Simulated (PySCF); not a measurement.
**Excitation energy of Tl by level of theory**

Tl [Xe] 4f14 5d10 6s2 6p1 (2P) → Tl [Xe] 4f14 5d10 6s2 6d1 (2D), as a difference of total energies. Calculation: PySCF 2.14, in x2c-TZVPPall with one added diffuse shell each of s, p, d, f type (12s8p7d4f, 99 functions); the spin-free X2C one-electron Hamiltonian (Gaussian nucleus). Correlated levels: valence: [Xe] 4f14 5d10 frozen. The calculations carry no spin-orbit coupling.

```
           method  excitation energy (eV)
              UHF                   3.713
    MP2 (valence)                   3.780
SCS-MP2 (valence)                   3.777
   CCSD (valence)                   3.776
CCSD(T) (valence)                   3.776
```

Q: How much does correlation contribute at CCSD(T) (valence)?

A: 3.776 − (3.713) = 0.063 eV, measured against UHF.

Errors of the correlated levels include the incompleteness of this basis and the frozen core.

For comparison: 3.840 eV (measured; NIST levels, between the centres of gravity of the two terms).
